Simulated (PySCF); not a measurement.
# Br⁺: ionisation energy

Br⁺ [Ar] 3d10 4s2 4p4 (3P) → Br²⁺ [Ar] 3d10 4s2 4p3 (4S), as a difference of total energies. Calculation: PySCF 2.14, in aug-cc-pVQZ-PP with one added diffuse shell each of s, p, d, f, g type with ECP10MDF (8s7p6d4f3g, 114 functions); scalar relativity through the core potential. Correlated levels: valence: 3s2 3p6 3d10 frozen. The calculations carry no spin-orbit coupling.

| method | ionisation energy (eV) | error (eV) |
| --- | --- | --- |
| UHF | 20.230 | -1.179 |
| LDA | 21.572 | +0.163 |
| PBE | 21.301 | -0.108 |
| PBE0 | 21.327 | -0.082 |
| r2SCAN | 21.409 | 0.000 |
| r2SCAN0 | 21.400 | -0.009 |
| B97-3 | 21.327 | -0.082 |
| BHandHLYP | 21.360 | -0.049 |
| MP2 (valence) | 21.048 | -0.361 |
| SCS-MP2 (valence) | 21.142 | -0.267 |

Reference: 21.409 eV (measured; NIST levels, between the centres of gravity of the two terms).

Errors of the correlated levels include the incompleteness of this basis and the frozen core.
